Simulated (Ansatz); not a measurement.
Species: C$_{3}$H$_{4}$O$_{2}$, SMILES `CC(=O)C=O` (O–C–C–O torsion 180°) (charge 0, multiplicity 1).

### Question
Give a relaxed geometry from PBE-D3(BJ)/def2-TZVP (Ansatz, an electronic-structure program).

### Answer
This is not unique; one that fits is the end point of this relaxation, one of several conformers (outside a Z-matrix the atoms follow the SMILES, hydrogens last).
Z-matrix (Å, degrees):
```
C
O 1 1.2194
C 1 1.4996 2 125.32
H 3 1.0949 1 110.30 2 0.17
H 3 1.1010 4 110.61 1 -121.69
H 3 1.1011 4 110.61 5 -116.73
C 1 1.5409 2 117.53 3 -179.96
O 7 1.2114 1 123.66 2 179.86
H 7 1.1191 8 123.48 1 179.96
```
